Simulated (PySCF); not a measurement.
CH₆ClFSi₂. Atoms are numbered in the order given.

```xyz
11

F      1.7606    -0.6657     0.7625
Si     0.9302    -0.1546    -0.5315
Cl     0.5016     1.8382    -0.2377
C     -0.6372    -1.1261    -0.6575
Si    -1.9345    -0.7760     0.6750
H      1.8270    -0.2681    -1.7067
H     -1.0912    -0.9407    -1.6464
H     -0.3666    -2.1963    -0.6226
H     -2.9877    -1.8349     0.6288
H     -2.5716     0.5506     0.4351
H     -1.2985    -0.7835     2.0252
```
Charge 0, spin multiplicity 1.

Geometry optimised at PBE0-D3(BJ)/def2-SVP. The structure was generated by enumeration; whether it is a known compound was not checked. Other conformers were not sampled.

Level of theory: TDA-B3LYP/def2-SVPD run with PySCF 2.14.0.

Vertical excitations. 

Question: List the lowest excited states. (The exact figures need the calculation; the answer reports its results.)

Answer: 
```csv
state,energy (eV),λ (nm),f,main pairs
S1,7.77,160,0.009,"HOMO→LUMO+1 45 %, HOMO→LUMO+2 27 %, HOMO→LUMO 25 %"
S2,7.80,159,0.002,"HOMO→LUMO 49 %, HOMO→LUMO+1 44 %"
S3,7.97,156,0.044,"HOMO→LUMO+2 61 %, HOMO→LUMO 23 %"
S4,8.32,149,0.006,"HOMO−1→LUMO 60 %, HOMO→LUMO+3 11 %, HOMO−1→LUMO+1 9 %"
S5,8.39,148,0.032,"HOMO−2→LUMO 47 %, HOMO−1→LUMO+1 21 %"
S6,8.41,147,0.003,"HOMO−2→LUMO 35 %, HOMO−3→LUMO 23 %, HOMO−1→LUMO+1 19 %, HOMO−2→LUMO+1 7 %"
S7,8.48,146,0.032,"HOMO−2→LUMO+1 23 %, HOMO−2→LUMO+2 20 %, HOMO→LUMO+3 17 %, HOMO−4→LUMO+1 10 %"
S8,8.51,146,0.028,"HOMO−1→LUMO+2 23 %, HOMO−1→LUMO 16 %, HOMO→LUMO+3 15 %, HOMO−3→LUMO+1 10 %"
S9,8.55,145,0.073,"HOMO−2→LUMO+1 29 %, HOMO−1→LUMO+2 19 %, HOMO→LUMO+3 16 %, HOMO−4→LUMO 13 %"
S10,8.60,144,0.091,"HOMO−3→LUMO 35 %, HOMO→LUMO+3 22 %, HOMO−1→LUMO+1 13 %, HOMO−4→LUMO 8 %"
T1,7.41,167,0,HOMO→LUMO+1 80 %
T2,7.54,164,0,"HOMO→LUMO 56 %, HOMO→LUMO+2 33 %"
T3,7.62,163,0,"HOMO→LUMO+2 46 %, HOMO→LUMO 33 %, HOMO→LUMO+1 9 %"
T4,7.92,157,0,"HOMO−1→LUMO+1 43 %, HOMO−1→LUMO 14 %, HOMO−3→LUMO+1 12 %, HOMO−2→LUMO+1 8 %"
```
Triplets are in the Tamm–Dancoff approximation.
